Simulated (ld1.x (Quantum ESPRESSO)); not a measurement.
Before and after: TM semilocal potential for iodine

- Element: iodine (I)
- Generator: ld1.x (Quantum ESPRESSO) 7.5
- Type: norm-conserving Troullier–Martins (semilocal form)
- Functional: PBE
- Relativity: non-relativistic
- Frozen core: [Kr] 4d10
- Valence charge: 7
- Reference configuration: 5s2 5p5
- Partial waves: 5p (bound): rc 1.80 bohr; 5s (bound): rc 1.65 bohr
- Local potential: the s channel
- Core correction: Bessel-smoothed model core, default radius (core density twice the valence density)

Change: functional LDA (PZ).

Cutoffs: the cutoffs (Ry, on a coarse ladder) from which the occupation-weighted sum of valence levels, in a spherical-Bessel basis at the reference potential, stays within 10 and 1 mRy of its value at 400 Ry; they do not see the model core or the augmentation charge, which bear on the density cutoff. Errors are all-electron minus pseudo energies relative to the spin-unpolarised reference configuration.

Q: How do hardness, ghosts and transferability respond?

A: The potential gets neither clearly harder nor softer (35 Ry and 70 Ry → 35 Ry and 70 Ry); the number of tests with a reliable result goes from 7 to 9; of the 7 tests that both files solve, the error grows in 1 and shrinks in 3 by more than 15 % and 0.3 meV (median size 2.6 → 3.1 meV); neither file shows a bound ghost. A semilocal file is local in each channel, so a ghost entry of none says nothing of the separable form that plane-wave codes build from it.

```tsv
quantity	base	changed
cutoff, loose	35 Ry	35 Ry
cutoff, tight	70 Ry	70 Ry
bound ghosts	none	none
error for 5s2 5p4, meV [ΔE 11.17 → 11.33 eV]	+1.4	+1.4
error for 5s2 5p3, meV [ΔE 30.99 → 31.35 eV]	+2.6	+3.1
error for 5s2 5p2, meV [ΔE 60.20 → 60.84 eV]	-8.4	-6.2
error for 5s1 5p6, meV [ΔE 8.94 → 9.00 eV]	-3.9	-3.2
error for 5s2 5p4.5, meV [ΔE 4.56 → 4.64 eV]	+0.4	+0.4
error for 5s1 5p5, meV [ΔE 20.59 → 20.81 eV]	-2.0	-1.5
error for 5s2 5p1, meV [ΔE 99.41 → 100.41 eV]	-60	-51
s: phases at 1.96 bohr within 0.05 rad from the reference energy up to (Ry; the scan ends near 5)	3.8	3.7
p: phases at 1.96 bohr within 0.05 rad from the reference energy up to (Ry; the scan ends near 5)	4.1	4.0
```
